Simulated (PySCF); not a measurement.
**How methods differ on the interval between two levels of N⁺**

N⁺ [He] 2s2 2p2 [3P2, M_J = 2] → N⁺ [He] 2s1 2p2 3s1 [5P3, M_J = 3], as a difference of total energies. Calculation: PySCF 2.14, in x2c-SVPall-2c with one added diffuse shell of s type (4s2p1d, 15 functions); the two-component X2C-1e Hamiltonian. Correlated levels: 1s2 frozen. "Screened" scales the spin-orbit matrix elements by Boettger's factors to mimic the two-electron term; Breit and QED terms are absent.

| method | interval between two levels (cm⁻¹) |
| --- | --- |
| GHF (spin-free) | 185940 |
| GMP2 (spin-free) | 195820 |
| GHF (screened spin-orbit) | 185950 |
| GMP2 (screened spin-orbit) | 195830 |

The labels give the starting determinants; with spin-orbit coupling the two ends relaxed to ⟨J²⟩ = 6.01, ⟨L²⟩ = 2.00, ⟨S²⟩ = 2.00 and ⟨J²⟩ = 12.00, ⟨L²⟩ = 2.00, ⟨S²⟩ = 6.00.
